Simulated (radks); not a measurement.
Removal energies from the silver ion Ag11+, [Kr], by Delta-SCF beside the eigenvalue of the level emptied. Calculated with a radial shooting solver on a logarithmic mesh with Libxc functionals: scalar-relativistic Kohn-Sham, r2SCAN, spin-polarised, spherical densities, finite nucleus; meta-GGA in the generalised Kohn-Sham scheme; Fermi nuclear charge, rms radius of each element as measured or else 0.836 A^(1/3) + 0.57 fm. Open shells are filled with parallel spins first.

removed from        final configuration  Delta-SCF (eV)  -eigenvalue (eV)
4p                    [Ar] 3d10 4s2 4p5          274.14            262.44
4s                    [Ar] 3d10 4s1 4p6          316.09            303.91
3d                     [Ar] 3d9 4s2 4p6          616.44            589.85
3p            [Ne] 3s2 3p5 3d10 4s2 4p6          816.54            791.87
